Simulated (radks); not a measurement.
The numbers below are computed, except where a source is named.
Q: The mean radii <r> (bohr) of the occupied orbitals of an atom or ion are listed with their occupations. Level of theory: scalar-relativistic Kohn-Sham, PBEsol, spin-polarised, spherical densities, finite nucleus; Fermi nuclear charge, rms radius of each element as measured or else 0.836 A^(1/3) + 0.57 fm (a radial shooting solver on a logarithmic mesh with Libxc functionals).

orbital  occ.      <r>
1s up       1  0.05034
1s down     1  0.05034
2s up       1   0.2264
2s down     1   0.2263
2p up       3   0.1984
2p down     3   0.1983
3s up       1   0.6779
3s down     1   0.6785
3p up       3   0.7063
3p down     3   0.7074
3d up       5   0.8167
3d down     4   0.8227

Name the element and its charge. Open shells, if any, are filled with parallel spins first.

A: Z = 30, zinc, charge +3: Zn3+ in [Ar] 3d9. The 1s radius gives Z: for a bare nucleus <r> = (2 gamma + 1)/(2Z) with gamma = sqrt(1 - (Z/c)^2), 0.04919 bohr for Z = 30, and screening makes it slightly larger (0.05034 here). The occupations add up to 27, and the charge is Z minus that.
